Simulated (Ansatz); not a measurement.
Ideal-gas functions of H$_{4}$NO$_{3}$V, SMILES `[NH]=[V]([OH])([OH])[OH]` at 800 K and 1 bar, from an Ansatz frequency run at PBE0-D4/def2-TZVP.

Molar mass 116.98 g/mol, point group Cs (symmetry number 1), electronic degeneracy 1, moments of inertia 135.778, 138.159, 149.512 u Å². Harmonic wavenumbers (cm⁻¹, unscaled): 146, 215, 237, 245, 251, 268, 334, 343, 412, 413, 656, 661, 688, 724, 764, 798, 1110, 3635, 3846, 3850, 3909.

Use S(trans) = R[1.5 ln M + 2.5 ln T − 1.1517]; rotational temperatures θ = 24.2544 K / I; S(rot) = R[ln(√π/σ · √(T³/θAθBθC)) + 1.5]; for each mode x = 1.438777 ν̃/T, S = R[x/(eˣ − 1) − ln(1 − e⁻ˣ)] and H = RT x/(eˣ − 1); 1 cm⁻¹ = 0.0119627 kJ/mol; R = 8.31446 J/(mol·K).

Question: By hand: the entropy, in J/(mol·K).

Answer: Translation 188.8. Rotation: θ = 0.1786, 0.1756, 0.1622 K, giving 122.6. Vibration, mode by mode: 19.46, 16.27, 15.47, 15.20, 15.00, 14.46, 12.68, 12.46, 10.99, 10.98, 7.41, 7.35, 7.05, 6.68, 6.30, 5.99, 3.82, 0.09, 0.07, 0.06, 0.06, in all 187.8. Electronic 0.0. Sum 499.2 J/(mol·K).

Question: By hand: H − E and G − E in kJ/mol, counted from the electronic energy.

Answer: Zero-point energy ½ × 23505 × 0.0119627 = 140.6; thermal vibration 72.9; translation, rotation and pV give 4 RT = 26.6. H − E = 240.1 kJ/mol, and G − E = 240.1 − 800 × 499.2/1000 = -159.3 kJ/mol.

Vibration gives 38 % of the entropy, 19.5 J/(mol·K) of it from the mode under 150 cm⁻¹: soft modes count most, and the harmonic formula is weakest for them. The sum counts one conformer and one mirror image; others add a mixing term.
